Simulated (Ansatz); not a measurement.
A made-up structure of CH$_{2}$SSe, closed shell:

C1  (-0.123, 0.304, -0.174)
S2  (-0.363, -0.554, 1.365)
Se3  (1.026, -1.259, -0.199)
H4  (1.947, -2.252, -0.868)
H5  (0.408, 1.247, -0.116)
(Å)

It is relaxed with PBE-D4/def2-SVP and then PBE0-D4/def2-TZVP (Ansatz 0.2.0). Atoms count as bonded within 1.22 times the sum of their covalent radii (H–H: 0.88 Å). The end point is not checked to be a true minimum.

Problem. Does its bonding change? (A judgement: the text doesn't fix the answer.)

Solution. By the calculation: Yes. Formed: none; broken: S2–Se3.

Where it ends: The first stage lowers the energy by 5.54 eV in 13 steps. It ends as CH₂SSe ([S][CH][SeH]):
```
atom    x (Å)    y (Å)    z (Å)
  C1   0.2254  -0.1449   0.2500
  S2  -0.7766   0.1592   1.4694
 Se3   1.1786  -1.7467   0.0427
  H4   1.8503  -1.3543  -1.2073
  H5   0.4175   0.5729  -0.5471
```

Labels in which every atom is bracketed show which atoms are joined, not bond orders.

For scale, one of the runs: PBE0-D4/def2-TZVP relaxation, 128 basis functions, launched by `ansatz run in.yaml --threads 2 --pin off --events-out ev --progress --plain --max-ram 4352MiB`. Hardware: 2 CPU threads of an Arm Neoverse V1, shared host. Wall time about 17 s.
